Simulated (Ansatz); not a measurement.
Basis-set extrapolation for C2H6OSSi, SMILES `C=C(O)S[SiH3]` (PBE0-D4/def2-TZVP geometry, frozen core, Ansatz 0.2.0). Multiplicity 1, RHF reference.

```json
{"": "HF", "def2-TZVPP": "-840.631142", "def2-QZVPP": "-840.658451"}
{"": "MP2 correlation", "def2-TZVPP": "-0.865217", "def2-QZVPP": "-0.931004"}
{"": "CCSD(T) correlation", "def2-TZVPP": "-0.953182", "def2-QZVPP": "not run"}
```

Energies in hartree. Use E(X) = E(∞) + A·exp(−7.88·√X) for Hartree–Fock and E(X) = E(∞) + B·X^(−2.97) for correlation, with X = 3 and 4, and add CCSD(T) minus MP2 of the smaller set to the MP2 limit.

Task: What is the CCSD(T) energy at the basis-set limit?

Result: HF limit: -840.658451 + (-0.027309) × 0.13774 = -840.66221. MP2 limit: -0.931004 + (-0.065787) × 0.74074 = -0.97974. Higher-order term: -0.953182 − (-0.865217) = -0.08796. Total: -841.72991 hartree, 3.96 eV below CCSD(T)/def2-TZVPP.
